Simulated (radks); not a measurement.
Results of a calculation; reference values are marked as such.
Question: Numerical settings for neutral phosphorus, [Ne] 3s2 3p3. Level of theory: scalar-relativistic Kohn-Sham, PBE, spin-polarised, spherical densities, finite nucleus; open shells are filled with parallel spins first; Fermi nuclear charge, rms radius 3.1889 fm (a radial shooting solver on a logarithmic mesh with Libxc functionals). The defaults (mesh step 0.008 in ln r, mesh end at 40 bohr or more with all orbitals vanishing there, Anderson mixing 0.5 over 9 steps, residual threshold near 1e-9 with the energy settled to 1e-9 hartree or 1e-11 of itself, here a cap of 58 iterations) give E = -341.9706 hartree and 3p at -6.283 eV in 17 iterations. Run on one thread of a shared host, so times are rough (Arm Neoverse V1): 0.12 s of CPU time, 0.12 s wall, 17 iterations on 2309 mesh points. One setting is changed at a time: mesh step in ln r 0.03; mesh step in ln r 0.2; mesh step in ln r 0.005; mesh end (bohr) 3; mesh end (bohr) 5; residual threshold 0.1; residual threshold 1e-13; mixing 1.5; linear mixing, mixing 0.5; linear mixing, mixing 0.8; mixing history 3; iteration cap 3. Which runs fail to converge, and which converge to a wrong energy?

Answer: Not converged within the cap: mesh step in ln r 0.2; residual threshold 1e-13; linear mixing, mixing 0.5; linear mixing, mixing 0.8; iteration cap 3. Settled on a wrong energy, with an occupied level pushed above zero by the early mesh end: mesh end (bohr) 3 (+1.25 hartree). Apart from these: settings that end as converged yet miss the energy by more than 1 mhartree: mesh end (bohr) 5 (+0.0618 hartree).
